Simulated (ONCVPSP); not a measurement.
**Which change was made? (Fe, ONCV)**

iron, optimised norm-conserving Vanderbilt (ONCV), made with ONCVPSP 4.0.1 (LDA (Perdew-Wang 92), scalar-relativistic). Core [Ne], reference 3s2 3p6 3d6 4s2. Waves: 3s+4s: rc 1.15 bohr, ncon 4, nbas 8, qcut 9.2 1/bohr, 2 projectors; 3p: rc 0.80 bohr, ncon 4, nbas 8, qcut 11 1/bohr, 2 projectors, debl 1 Ha; 3d: rc 1.20 bohr, ncon 4, nbas 8, qcut 12.9 1/bohr, 2 projectors, debl 1.2 Ha. Local part: polynomial inside 0.55 bohr (lpopt 3, dvloc0 2 Ha). Core correction: Teter function, fcfact 3, rcfact 1.45.

In the p channel the program set the typed energies aside and used -2.202, 0.250 Ha.

Cutoffs, loose and tight: the cutoffs (Ha) at which the residual kinetic energy of the hardest occupied pseudo-wave falls to 1 and 0.1 mHa per electron. They do not see the model core or the augmentation charge, which bear on the density cutoff. Test errors are all-electron minus pseudo excitation energies from the reference, over the configurations 3s2 3p6 3d6 4s1; 3s2 3p6 3d6 4s0; 3s2 3p6 3d5 4s0; 3s2 3p6 3d5 4s2 4p1; variants that change the core or the reference have their own tests.

The base gives: outcome: generated, projector energies reset by the program; cutoff, loose: 65 Ha; cutoff, tight: 244 Ha; bound ghosts: none; GHOST(+) flags above zero: s; largest test error (meV): +14.

**Question.** After one change the result is: outcome: generated, projector energies reset by the program; cutoff, loose: 53 Ha; cutoff, tight: 61 Ha; bound ghosts: none; GHOST(+) flags above zero: none; largest test error (meV): +32. Which change was it?
A. all radii but the core radius scaled by about 0.85 (s 0.98, p 0.68, d 1.02 bohr); local potential polynomial inside 0.46 bohr (lpopt 3, dvloc0 2 Ha)
B. all radii but the core radius scaled by about 1.13 (s 1.30, p 0.90, d 1.36 bohr); local potential polynomial inside 0.62 bohr (lpopt 3, dvloc0 2 Ha)
C. all radii but the core radius scaled by about 0.76 (s 0.88, p 0.60, d 0.92 bohr); local potential polynomial inside 0.42 bohr (lpopt 3, dvloc0 2 Ha)
D. all radii but the core radius scaled by about 1.27 (s 1.46, p 1.02, d 1.52 bohr); local potential polynomial inside 0.70 bohr (lpopt 3, dvloc0 2 Ha)

**Answer.** D. The others give: all radii but the core radius scaled by about 1.13 (s 1.30, p 0.90, d 1.36 bohr); local potential polynomial inside 0.62 bohr (lpopt 3, dvloc0 2 Ha) → outcome: generated, projector energies reset by the program; cutoff, loose: 58 Ha; cutoff, tight: 83 Ha; bound ghosts: none; GHOST(+) flags above zero: s; largest test error (meV): +22 | all radii but the core radius scaled by about 0.85 (s 0.98, p 0.68, d 1.02 bohr); local potential polynomial inside 0.46 bohr (lpopt 3, dvloc0 2 Ha) → outcome: generated, projector energies reset by the program; cutoff, loose: 74 Ha; cutoff, tight: 172 Ha; bound ghosts: none; GHOST(+) flags above zero: s; largest test error (meV): +8.3 | all radii but the core radius scaled by about 0.76 (s 0.88, p 0.60, d 0.92 bohr); local potential polynomial inside 0.42 bohr (lpopt 3, dvloc0 2 Ha) → outcome: generated, projector energies reset by the program; cutoff, loose: 491 Ha; cutoff, tight: 596 Ha; bound ghosts: p; GHOST(+) flags above zero: s, p; largest test error (meV): +6.3.
